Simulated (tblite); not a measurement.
Compound: H12NPSi4.
Numbering: `[NH2:1][Si:2]([SiH3:3])([SiH3:4])[SiH2:5][PH2:6]` (hydrogens: H7, H8 on N1; H9, H10, H11 on Si3; H12, H13, H14 on Si4; H15, H16 on Si5; H17, H18 on P6)

Structure used (GFN2-xTB), in Å, numbered top down from 1:
```
atom  x, y, z in Å
N1    -0.0861   -2.0192   -0.0368
Si2    0.3870   -0.3411   -0.0502
Si3    0.2062    0.2530    2.2069
Si4    2.5384   -0.3907   -0.9566
Si5   -1.0741    0.9541   -1.4026
P6    -3.0433    1.4549   -0.4512
H7     0.0330   -2.5794   -0.8660
H8    -0.9362   -2.2978    0.4278
H9    -1.1858    0.4033    2.6501
H10    0.8095   -0.7029    3.1370
H11    0.8524    1.5477    2.4423
H12    2.9208   -1.6884   -1.5186
H13    3.5663   -0.0605    0.0333
H14    2.6777    0.5812   -2.0455
H15   -0.5265    2.2651   -1.7818
H16   -1.4789    0.3208   -2.6705
H17   -3.1796    0.2469    0.2099
H18   -2.4893    2.0594    0.6607
```

Level: GFN2-xTB in tblite, geometry and Hessian alike; calculated harmonic values, unscaled, isolated species. Errors from tens to a few hundred cm⁻¹ against measured bands are possible. Modes of hydrogen on phosphorus and silicon can be 10 to 20 % off. One conformer, not necessarily the lowest. The optimisation stopped once no atom felt more than 0.01 eV/Å.

Lowest wavenumbers of the output (negative numbers stand for imaginary wavenumbers):
```
mode    cm-1
  1     -27.3
  2     -13.1
  3      21.2
  4      64.3
  5      85.2
  6     105.2
  7     112.8
  8     125.0
  9     160.1
 10     172.6
 11     219.0
 12     300.5
 13     308.5
 14     381.0
 15     395.4
```

Is this structure a minimum?

Not by this Hessian. 1 mode is imaginary beyond 20i (27i cm⁻¹), and 1 more slightly so (13.1i). The curvature is small, so loose convergence or finite differences may be the whole cause.

Which atoms move in the imaginary modes?

27i: H14 (Si–H hydrogen) 32 %, H13 (Si–H hydrogen) 32 %, H12 (Si–H hydrogen) 31 %; 13i: P6 (three-coordinate phosphorus) 28 %, Si5 (SiH2 silicon) 19 %. These are shares of the mass-weighted motion.

What is the remedy?

Step along such a mode in both directions, optimise again with tighter thresholds and repeat the frequencies. The zero-point energy of this point (67.3 kcal/mol) counts the 46 real modes alone, and thermal corrections from it aren't those of a minimum.
